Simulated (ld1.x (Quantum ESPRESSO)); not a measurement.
cobalt (Co): excitation energies, all-electron against TM

```
Element                 : cobalt (Co)
Generator               : ld1.x (Quantum ESPRESSO) 7.5
Type                    : norm-conserving Troullier–Martins (Kleinman–Bylander form)
Functional              : PBEsol
Relativity              : fully relativistic
Frozen core             : [Ne]
Valence charge          : 17
Reference configuration : 3s2 3p6 3d7 4s0 4p0 (charge +2)
Partial waves           : 3s (bound): rc 1.00 bohr; 3p (bound): rc 1.10 bohr; 3d (bound): rc 1.05 bohr
Local potential         : the d channel
Core correction         : Bessel-smoothed model core, default radius (core density twice the valence density)
```

Open shells are filled in proportion to 2j + 1 (rel_dist='average').

Energies are relative to the spin-unpolarised reference configuration 3s2 3p6 3d7 4s0 4p0; without spin polarisation the order of configurations can differ from experiment. The d channel is local and has no spin–orbit splitting in the pseudo-atom.

```csv
valence configuration,charge,ΔE all-electron (eV),error AE − PS (meV)
3s2 3p6 3d7 4s2 4p0,0,-25.743,+754
3s2 3p6 3d7 4s1 4p0,+1,-16.697,+510
3s2 3p6 3d6 4s0 4p0,+3,35.836,-5.0
3s2 3p6 3d5 4s0 4p0,+4,91.149,-1.2
3s2 3p6 3d8 4s0 4p0,+1,-19.320,-5.6
```

Question: What are ΔE and the potential's error for 3s2 3p6 3d7 4s1.5 4p0?

Answer: ΔE = -22.130 eV all-electron; the error (AE − PS) is +657 meV.

Question: What are ΔE and the potential's error for 3s2 3p6 3d7 4s0 4p2?

Answer: ΔE = -16.728 eV all-electron; the error (AE − PS) is -33 meV.

A Bessel basis up to 400 Ry misses an occupied level by 0.02 Ry, so cutoffs and ghosts were not judged.
